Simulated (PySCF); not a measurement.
Isomers of C5H16OSi2, one GFN2-xTB conformer each. Single-point energies are computed at PBE0/pcSseg-1 (PySCF, gas phase, no added dispersion term), electronic only.

Task: Rank them by PBE0/pcSseg-1 energy, lowest first (kJ/mol).
A. `[CH3:1][O:2][CH2:3][CH2:4][CH2:5][CH:6]([SiH3:7])[SiH3:8]` with C1–O2–C3–C4 180°, O2–C3–C4–C5 66°, C3–C4–C5–C6 -173°, C4–C5–C6–Si7 173°
B. `[CH3:1][CH:2]([CH3:3])[CH2:4][Si@@H:5]([CH3:6])[O:7][SiH3:8]` with C1–C2–C4–Si5 -65°, C2–C4–Si5–C6 -158°, C4–Si5–O7–Si8 -70°
C. `[CH3:1][O:2][Si@@H:3]([CH2:4][SiH3:5])[CH:6]([CH3:7])[CH3:8]` with C1–O2–Si3–C4 52°, O2–Si3–C4–Si5 56°, O2–Si3–C6–C7 -45°
D. `[CH3:1][CH2:2][CH2:3][Si:4]([CH3:5])([CH3:6])[O:7][SiH3:8]` with C1–C2–C3–Si4 180°, C2–C3–Si4–C5 63°

Result: D (0.0), B (43.1), C (185.3), A (361.8).

As drawn, the lowest has an Si–O bond, which the highest lacks. GFN2-xTB itself gives, in the same order: 35.7, 0.0, 202.9, 332.0. GFN2-xTB puts CC(C)C[Si@@H](C)O[SiH3] lowest instead; measured from each level's own lowest isomer, the values differ by up to 43.1 kJ/mol (CC(C)C[Si@@H](C)O[SiH3]: 0.0 against 43.1).

Task: Which frontier levels, dipoles and rotational constants go with these structures?

Result: 
```csv
SMILES,"HOMO (eV, PBE0/pcSseg-1)",LUMO (eV),dipole (D),"A, B, C (MHz)"
CCC[Si](C)(C)O[SiH3],-7.68,0.50,0.52,"1802, 708.8, 621.1"
CC(C)C[Si@@H](C)O[SiH3],-7.84,0.36,0.83,"1595, 859.0, 666.6"
CO[Si@@H](C[SiH3])C(C)C,-7.81,0.69,1.00,"1318, 1153, 813.8"
COCCCC([SiH3])[SiH3],-7.40,0.62,1.80,"2238, 558.5, 464.1"
```
